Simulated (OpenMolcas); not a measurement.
Nb4+ with 4 ligands (chloride) in tetrahedral coordination (Td). Ligand basis ANO-RCC-VDZP.

```json
{"Program": "OpenMolcas 26.06", "Method": "SS-CASPT2, IPEA 0.25 Eh, imaginary shift 0.1 Eh (closed shells correlated: 4s 4p and the ligand valence shells)", "Basis": "ANO-RCC-VTZP [7s6p4d2f1g]", "Scalar Hamiltonian": "DKH2, point nucleus", "Active space": "1 electron in 5 orbitals (4d)", "State averaging": "2S+1 = 2 even, 5 roots", "Spin-orbit coupling": "state interaction with AMFI integrals over the reference wave functions"}
```

All ligands move together. At R = 2.24 Å |10Dq| is 9987 cm-1, and at R = 2.42 Å it is 8453 cm-1.

Task: A third run gives 9401 cm-1. What distance was it run at?

Result: With a power law R^-n the two known points give n = -ln(8453 / 9987) / ln(2.42 / 2.24) = 2.16. Then R = 2.24 × (9987 / 9401)^(1/2.16) = 2.304 Å. The run was at 2.31 Å, so the estimate is off by -0.006 Å.

Roots that are degenerate in the reference are averaged as groups; the widest CASPT2 spread within a group is 79 cm-1 (the 3-fold group of multiplicity 2 near 9990 cm-1 above the lowest state of its run, R = 2.24). Shifts and gaps below about the spread of the groups concerned are not significant. Over all roots computed the reference weight is 0.71 to 0.72 in R = 2.24, 0.71 to 0.72 in R = 2.31, 0.71 in R = 2.42; a low but even weight reflects the number of correlated electrons. An orbital doublet at a regular site is open to a Jahn-Teller distortion, which this geometry leaves out. Ligand-to-metal charge-transfer states are missing. With one d shell and no ligand orbital active, 10Dq can be off by a tenth or more. The least metal-like active orbital is 67 % on the metal (Löwdin) and no ligand orbital is active, so the numbers are rough (holds for R = 2.24). The least metal-like active orbital is 71 % on the metal (Löwdin) and no ligand orbital is active, so the numbers are rough (holds for R = 2.31). The least metal-like active orbital is 75 % on the metal (Löwdin) and no ligand orbital is active, so the numbers are rough (holds for R = 2.42). No measured value stands beside these numbers; the geometry is a model, was not optimised and need not be the one that this ion takes.
